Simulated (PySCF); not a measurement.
Al(OH)2(PH2) (AlH4O2P), SMILES [OH][Al]([OH])[PH2]. Coordinates come from a TPSSh-D3(BJ)/def2-SVP optimisation. Other conformers were not sampled.

These are TPSSh-D3(BJ)/def2-SVP (PySCF) values and carry that method's errors.

Harmonic wavenumbers (cm⁻¹): 99, 142, 212, 219, 255, 336, 409, 468, 550, 561, 636, 815, 928, 1101, 2394, 2407, 3898, 3900. Rotational constants (GHz): 6.068, 2.794, 1.939; symmetry number 1.

Work out the zero-point energy and the ideal-gas rigid-rotor harmonic-oscillator thermochemistry at 298.15 K and 1 atm.

ZPE = ½ Σ hcν = ½ × 19330 cm⁻¹ = 27.63 kcal/mol. H − E(el) = 32.85 kcal/mol. Entropy in cal/(mol K): translation 39.53, rotation 26.68, vibration 16.68, total 82.89. G − E(el) = 8.13 kcal/mol. Cp = 26.16 cal/(mol K). Modes under 150 cm⁻¹ make the vibrational entropy uncertain.
